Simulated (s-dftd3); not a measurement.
C$_{2}$H$_{3}$N, charge -1, doublet, at a GFN2-xTB geometry (a state made from the parent by changing its charge; the spin is typed, not shown lowest); D3(bj) for r2scan in s-dftd3 1.4.0.

Here is a job for s-dftd3.
```
$ s-dftd3 mol.xyz --bj r2scan --json dftd3.json --noedisp --grad

# file mol.xyz
6

C     -1.14762513     0.02603731     0.00494983
C      0.34331707    -0.39971770     0.11496049
N      1.35031630     0.27156055    -0.09560609
H     -1.65947905    -0.62089377    -0.72103085
H     -1.64071404    -0.11653138     0.97659776
H     -1.32617261     1.07858365    -0.30578618
```

It wrote (shortened):

```
-----------------------------------
 s i m p l e   D F T - D 3  v1.4.0
-----------------------------------

Rational (Becke-Johnson) damping: r2scan-D3(BJ)
---------------------
  s6         1.0000
  s8         0.7898
  s9         0.0000
  a1         0.4948
  a2         5.7308
 alp        14.0000
--------------------

Dispersion energy:      -7.2264236204356E-04 Eh

Gradient norm:           2.2762845590680E-05 Eh/a0
--------------------------------------------------
     #    Z           dE/dx      dE/dy      dE/dz
--------------------------------------------------
     1    6 C    -3.110E-06  2.989E-07 -5.444E-08
     2    6 C     1.677E-06 -6.593E-07  1.773E-07
     3    7 N     1.956E-05  1.849E-06 -7.654E-07
     4    1 H    -6.761E-06 -1.371E-06 -9.334E-07
     5    1 H    -6.732E-06 -5.986E-07  1.668E-06
     6    1 H    -4.632E-06  4.816E-07 -9.189E-08
--------------------------------------------------

Virial:
--------------------------------------------------
      component           x          y          z
--------------------------------------------------
          x       1.114E-04  8.591E-06 -3.734E-06
          y       8.591E-06  4.184E-06  1.120E-08
          z      -3.734E-06  1.120E-08  4.579E-06
--------------------------------------------------

[Info] JSON dump of results written to 'dftd3.json'
```
